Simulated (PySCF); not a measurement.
## `C[C@@H]1[C@@H](S)[C@]12C[C@@H]2F`, C6H9FS

Molfile (atoms numbered from 1):
```
C6H9FS
     RDKit          3D

 17 18  0  0  0  0  0  0  0  0999 V2000
   -1.3576   -1.6437    0.1839 C   0  0  0  0  0  0  0  0  0  0  0  0
   -0.9616   -0.2245    0.5034 C   0  0  2  0  0  0  0  0  0  0  0  0
   -0.6545    0.7448   -0.6156 C   0  0  1  0  0  0  0  0  0  0  0  0
   -1.1650    2.4732   -0.5376 S   0  0  0  0  0  0  0  0  0  0  0  0
    0.4312    0.2340    0.2485 C   0  0  2  0  0  0  0  0  0  0  0  0
    1.7786   -0.3751    0.0977 C   0  0  0  0  0  0  0  0  0  0  0  0
    1.5539    0.7950    1.0209 C   0  0  2  0  0  0  0  0  0  0  0  0
    1.5965    0.5701    2.3683 F   0  0  0  0  0  0  0  0  0  0  0  0
   -0.8095   -2.0061   -0.6828 H   0  0  0  0  0  0  0  0  0  0  0  0
   -1.1368   -2.2915    1.0302 H   0  0  0  0  0  0  0  0  0  0  0  0
   -2.4238   -1.7021   -0.0252 H   0  0  0  0  0  0  0  0  0  0  0  0
   -1.4537    0.1839    1.3802 H   0  0  0  0  0  0  0  0  0  0  0  0
   -0.7186    0.4019   -1.6395 H   0  0  0  0  0  0  0  0  0  0  0  0
   -0.9345    2.6269    0.7642 H   0  0  0  0  0  0  0  0  0  0  0  0
    1.9434   -1.3401    0.5548 H   0  0  0  0  0  0  0  0  0  0  0  0
    2.3409   -0.2081   -0.8092 H   0  0  0  0  0  0  0  0  0  0  0  0
    1.9642    1.7734    0.7973 H   0  0  0  0  0  0  0  0  0  0  0  0
  1  2  1  0
  2  3  1  0
  3  4  1  0
  3  5  1  0
  5  6  1  6
  6  7  1  0
  7  8  1  0
  5  2  1  0
  7  5  1  0
  1  9  1  0
  1 10  1  0
  1 11  1  0
  2 12  1  1
  3 13  1  6
  4 14  1  0
  6 15  1  0
  6 16  1  0
  7 17  1  1
M  END
```

Theory: TDDFT B3LYP/def2-SVPD circular dichroism and optical rotation, one conformer, gas phase in PySCF 2.14.0. Geometry: GFN2-xTB.

The molecule is flexible and this is one conformer; a measurement averages over conformers. States above about 6.4 eV lie in this functional's continuum (it starts at minus the energy of the highest occupied orbital, well below the true ionisation energy for most functionals) and depend on the basis.

Problem. Draw the ECD and absorption spectra from the lowest 8 states, each a Gaussian of half-width 0.2 eV at 1/e height.

Solution. 
```
E (eV)  λ (nm)  Δε (L mol⁻¹ cm⁻¹)  ε (L mol⁻¹ cm⁻¹)
  4.76     260               0.00             0.233
  4.91     252              +0.04              5.64
  5.06     245              +0.28              44.4
  5.21     238              +0.72               114
  5.36     231              +0.61               128
  5.51     225              +0.35               486
  5.66     219              +0.86              2020
  5.81     213              +1.14              2890
  5.96     208               0.00              1490
  6.11     203              -1.26               736
  6.26     198              +0.20               677
  6.41     193              +2.16               364
  6.56     189              +1.45               136
  6.71     185              -0.44               374
  6.86     181              -5.16              1890
  7.01     177              -9.78              3660
  7.16     173             -12.57              3460
```
Δε uses R in velocity form, ε uses f in length form. Only the states computed contribute, so the short-wavelength end is incomplete.
